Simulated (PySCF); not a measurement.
**Spin-rotation constants: `C[SiH](C)[SiH2]O`, C2H10OSi2**

Geometry:
```csv
atom,x (Å),y (Å),z (Å)
C1,1.429,-1.009,-0.928
Si2,0.186,0.404,-0.616
C3,0.975,1.594,0.650
Si4,-1.880,-0.366,0.064
O5,-1.551,-1.150,1.459
H6,1.057,-1.699,-1.680
H7,2.388,-0.633,-1.274
H8,1.607,-1.579,-0.021
H9,0.053,1.151,-1.887
H10,1.136,1.098,1.603
H11,0.335,2.453,0.832
H12,1.936,1.968,0.307
H13,-2.552,-1.308,-0.847
H14,-2.894,0.664,0.342
H15,-2.230,-1.578,1.974
```

Method used: GIAO wB97X-D/6-311G** magnetisability, rotational g tensor and spin-rotation constants, non-relativistic, gas phase in PySCF 2.14.0. Geometry: GFN2-xTB.

Task: Give the nuclear spin-rotation constants along the inertial axes (H = +C I·J) beside the isotropic shieldings.

Result: Rotational constants 3.8988, 1.7989, 1.6078 GHz. A star marks the isotopologue with that one atom substituted, in its own axes.
| atom | isotope | Caa (kHz) | Cbb (kHz) | Ccc (kHz) | mean (kHz) | σ (ppm) |
| --- | --- | --- | --- | --- | --- | --- |
| H6 | 1H | -0.414 | -0.038 | -0.154 | -0.202 | 32.1 |
| H7 | 1H | 0.054 | -0.206 | -0.193 | -0.115 | 31.9 |
| H8 | 1H | -0.417 | -0.204 | 0.003 | -0.206 | 31.8 |
| H9 | 1H | -0.246 | -0.177 | 0.033 | -0.130 | 27.9 |
| H10 | 1H | -0.416 | -0.203 | 0.002 | -0.206 | 31.8 |
| H11 | 1H | -0.414 | -0.039 | -0.153 | -0.202 | 32.1 |
| H12 | 1H | 0.053 | -0.206 | -0.193 | -0.115 | 31.9 |
| H13 | 1H | -0.205 | 0.011 | -0.117 | -0.104 | 26.7 |
| H14 | 1H | -0.205 | 0.009 | -0.115 | -0.104 | 26.7 |
| H15 | 1H | -0.054 | -0.250 | -0.176 | -0.160 | 31.9 |
| C1 | 13C* | 0.394 | 0.176 | 0.166 | 0.245 | 195.9 |
| Si2 | 29Si* | -2.311 | -0.945 | -0.951 | -1.402 | 403.0 |
| Si4 | 29Si* | -2.346 | -1.211 | -0.836 | -1.464 | 377.6 |
| O5 | 17O* | -0.012 | -0.040 | -0.139 | -0.063 | 351.7 |

For the geometry as given, no vibrational averaging.
